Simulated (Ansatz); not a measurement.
Gas-phase electronic energies from Ansatz, PBE0-D4/def2-TZVP geometries. CBS: MP2 limit from def2 TZ/QZ plus the TZ coupled-cluster correction, frozen cores. This one scheme is used for every species. DFT in def2-TZVPP. B3LYP here is the variant with VWN-RPA as its local correlation; programs differ in this. HSE06 is defined as in plane-wave codes. Elements past krypton have def2 core potentials. For Sb, Se outer-core shells are correlated without core-valence functions, which leaves a few kJ/mol of doubt a bond. Scalar relativity is left out up to krypton. Each species was taken in one conformer, which may not be the lowest.

Consider the formal exchange of groups at the Sb–Se bond: `[F][SbH][SeH]` + SiH₄ → `[F][SbH][SiH3]` + H₂Se.

```json
{"level": "LDA (SPW92)", "ΔE (kJ/mol)": "47.7", "difference from CCSD(T)/CBS": "-7.8"}
{"level": "revPBE-D4", "ΔE (kJ/mol)": "52.5", "difference from CCSD(T)/CBS": "-3.0"}
{"level": "BLYP-D4", "ΔE (kJ/mol)": "58.9", "difference from CCSD(T)/CBS": "3.4"}
{"level": "r2SCAN-D4", "ΔE (kJ/mol)": "54.9", "difference from CCSD(T)/CBS": "-0.6"}
{"level": "B97M-V", "ΔE (kJ/mol)": "52.3", "difference from CCSD(T)/CBS": "-3.2"}
{"level": "B3LYP-D4", "ΔE (kJ/mol)": "57.0", "difference from CCSD(T)/CBS": "1.5"}
{"level": "r2SCANh-D4", "ΔE (kJ/mol)": "54.1", "difference from CCSD(T)/CBS": "-1.4"}
{"level": "HSE06-D4", "ΔE (kJ/mol)": "50.3", "difference from CCSD(T)/CBS": "-5.2"}
{"level": "BHLYP-D4", "ΔE (kJ/mol)": "57.0", "difference from CCSD(T)/CBS": "1.5"}
{"level": "CAM-B3LYP-D4", "ΔE (kJ/mol)": "53.9", "difference from CCSD(T)/CBS": "-1.6"}
{"level": "ωB97X-V", "ΔE (kJ/mol)": "51.4", "difference from CCSD(T)/CBS": "-4.1"}
{"level": "ωB97M-V", "ΔE (kJ/mol)": "53.1", "difference from CCSD(T)/CBS": "-2.4"}
{"level": "B2PLYP", "ΔE (kJ/mol)": "57.1", "difference from CCSD(T)/CBS": "1.6"}
{"level": "PBE-QIDH", "ΔE (kJ/mol)": "51.9", "difference from CCSD(T)/CBS": "-3.6"}
{"level": "PBE", "ΔE (kJ/mol)": "51.5", "difference from CCSD(T)/CBS": "-4.0"}
{"level": "revPBE", "ΔE (kJ/mol)": "51.9", "difference from CCSD(T)/CBS": "-3.6"}
{"level": "BLYP", "ΔE (kJ/mol)": "58.8", "difference from CCSD(T)/CBS": "3.3"}
{"level": "r2SCAN", "ΔE (kJ/mol)": "55.1", "difference from CCSD(T)/CBS": "-0.4"}
{"level": "PBE0", "ΔE (kJ/mol)": "50.2", "difference from CCSD(T)/CBS": "-5.3"}
{"level": "B3LYP", "ΔE (kJ/mol)": "57.0", "difference from CCSD(T)/CBS": "1.5"}
{"level": "r2SCANh", "ΔE (kJ/mol)": "54.3", "difference from CCSD(T)/CBS": "-1.2"}
{"level": "r2SCAN0", "ΔE (kJ/mol)": "53.3", "difference from CCSD(T)/CBS": "-2.2"}
{"level": "HSE06", "ΔE (kJ/mol)": "50.4", "difference from CCSD(T)/CBS": "-5.1"}
{"level": "BHLYP", "ΔE (kJ/mol)": "56.7", "difference from CCSD(T)/CBS": "1.2"}
{"level": "CAM-B3LYP", "ΔE (kJ/mol)": "54.1", "difference from CCSD(T)/CBS": "-1.4"}
{"level": "LC-ωPBE", "ΔE (kJ/mol)": "46.8", "difference from CCSD(T)/CBS": "-8.7"}
{"level": "RPA@PBE/def2-TZVPP", "ΔE (kJ/mol)": "50.0", "difference from CCSD(T)/CBS": "-5.5"}
{"level": "HF/def2-SVP", "ΔE (kJ/mol)": "51.0", "difference from CCSD(T)/CBS": "-4.5"}
{"level": "MP2/def2-SVP", "ΔE (kJ/mol)": "55.0", "difference from CCSD(T)/CBS": "-0.5"}
{"level": "CCSD/def2-SVP", "ΔE (kJ/mol)": "48.0", "difference from CCSD(T)/CBS": "-7.5"}
{"level": "CCSD(T)/def2-SVP", "ΔE (kJ/mol)": "48.8", "difference from CCSD(T)/CBS": "-6.7"}
{"level": "HF/def2-TZVPP", "ΔE (kJ/mol)": "57.7", "difference from CCSD(T)/CBS": "2.2"}
{"level": "MP2/def2-TZVPP", "ΔE (kJ/mol)": "56.4", "difference from CCSD(T)/CBS": "0.9"}
{"level": "CCSD/def2-TZVPP", "ΔE (kJ/mol)": "49.4", "difference from CCSD(T)/CBS": "-6.1"}
{"level": "CCSD(T)/def2-TZVPP", "ΔE (kJ/mol)": "50.3", "difference from CCSD(T)/CBS": "-5.2"}
{"level": "HF/def2-QZVPP", "ΔE (kJ/mol)": "59.1", "difference from CCSD(T)/CBS": "3.6"}
{"level": "MP2/def2-QZVPP", "ΔE (kJ/mol)": "59.8", "difference from CCSD(T)/CBS": "4.3"}
{"level": "HF/CBS(def2)", "ΔE (kJ/mol)": "59.3", "difference from CCSD(T)/CBS": "3.8"}
{"level": "MP2/CBS(def2)", "ΔE (kJ/mol)": "61.5", "difference from CCSD(T)/CBS": "6.0"}
{"level": "CCSD/CBS(def2)", "ΔE (kJ/mol)": "54.5", "difference from CCSD(T)/CBS": "-1.0"}
{"level": "CCSD(T)/CBS", "ΔE (kJ/mol)": "55.5", "difference from CCSD(T)/CBS": "0"}
```

Largest T1 diagnostic among the species: 0.014.

At CCSD(T), def2-SVP lies −6.7 kJ/mol from the extrapolated value and def2-TZVPP −5.2 kJ/mol. Leaving LDA and LC-ωPBE aside and taking each functional with its dispersion term where it has one, the values spread over 8.9 kJ/mol, from PBE0-D4 to BLYP-D4. LDA lies −3.8 kJ/mol from PBE without D4.
